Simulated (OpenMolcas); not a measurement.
An atom or ion with 5 electrons was computed by SS-CASPT2, IPEA 0.25 Eh, imaginary shift 0.1 Eh with spin-orbit coupling (OpenMolcas, ANO-RCC-VTZP, DKH2). The lowest levels that the run gave, each within 12 % of the measured value where one is at hand:

| J | Parity | E (cm-1) | g |
| --- | --- | --- | --- |
| 1/2 | odd | 0.0 | 0.666 |
| 3/2 | odd | 359 | 1.334 |
| 1/2 | even | 70020 | 2.671 |
| 3/2 | even | 70150 | 1.735 |
| 5/2 | even | 70370 | 1.601 |
| 3/2 | even | 127640 | 0.800 |
| 5/2 | even | 127640 | 1.200 |
| 1/2 | even | 165800 | 2.002 |
| 1/2 | even | 183040 | 0.666 |
| 3/2 | even | 183290 | 1.334 |
| 3/2 | odd | 231040 | 2.002 |
| 3/2 | odd | 256870 | 0.800 |

Problem. Which ion is it, and what are the configurations and terms?

Solution. O IV (Z = 8, charge +3; active space 3 electrons in 4 orbitals (2s 2p)). J, parity and g give the terms where levels are pure, and mixed ones are named by the computed weights; the size of the splittings, set against known spectra of the 5-electron sequence, gives the charge. In order, with the measured energies in cm-1 (Moore, Selected Tables of Atomic Spectra, NSRDS-NBS 3, section 10): 2s2 2p 2P* 1/2, 2s2 2p 2P* 3/2 (386), 2s 2p2 4P 1/2 (71440), 2s 2p2 4P 3/2 (71570), 2s 2p2 4P 5/2 (71756), 2s 2p2 2D 3/2 (126950), 2s 2p2 2D 5/2 (126936), 2s 2p2 2S 1/2 (164366), 2s 2p2 2P 1/2 (180481), 2s 2p2 2P 3/2 (180724), 2p3 4S* 3/2 (231538), 2p3 2D* 3/2 (255185).

Term energies are means over components that CASPT2 splits; among the terms shown or strongly mixed into the levels shown the widest spread is 110 cm-1 (2p3 2D*). Measured partners are found by configuration, term and J. A level has none where our copy of the source lacks it or the pairing is in doubt (some pairs that miss far off the trend of their configuration count as doubtful), and it then counts in no deviation. Levels of configurations outside the active space are missing.

* marks odd parity.
